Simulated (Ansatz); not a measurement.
One change: `C[O][Ga]([NH2])[NH2]` becomes `[NH2][Ga]([NH2])[Cl]`.

Ansatz, PBE0-D4/def2-TZVP geometries, multiplicity 1. Each molecule was computed in one conformer, which needn't be the lowest.

Scalar relativity is left out up to krypton.

| property | `C[O][Ga]([NH2])[NH2]` |
| --- | --- |
| HOMO–LUMO gap (B3LYP/def2-TZVPP) / eV | 6.44 |
| HOMO energy (B3LYP/def2-TZVPP) / eV | -6.83 |
| size of the dipole moment (ωB97M-V/def2-TZVPP) / D | 1.64 |
| HOMO energy (PBE0/def2-TZVPP) / eV | -7.08 |
| HOMO–LUMO gap (PBE0/def2-TZVPP) / eV | 7.04 |
| ideal-gas entropy at 298 K and 1 bar (rigid rotor, harmonic PBE0-D4/def2-TZVP) / J/(mol·K) | 393 |

(1) What does the change do to each property? (An estimate is asked.)

Answers

(1) Computed: 
```tsv
property	`[NH2][Ga]([NH2])[Cl]`	shift
HOMO–LUMO gap (B3LYP/def2-TZVPP) / eV	6.47	0.03
HOMO energy (B3LYP/def2-TZVPP) / eV	-7.10	-0.27
size of the dipole moment (ωB97M-V/def2-TZVPP) / D	2.63	0.99
HOMO energy (PBE0/def2-TZVPP) / eV	-7.35	-0.27
HOMO–LUMO gap (PBE0/def2-TZVPP) / eV	7.07	0.03
ideal-gas entropy at 298 K and 1 bar (rigid rotor, harmonic PBE0-D4/def2-TZVP) / J/(mol·K)	342	-51
```

The zero-point energy changes by -105.5 kJ/mol with -12 modes. Dipoles are sizes alone; their direction can turn. Modes under 60 cm⁻¹, often nearly free rotors, make the harmonic entropy too high.

B3LYP here is the variant with VWN-RPA as its local correlation; programs differ in this.
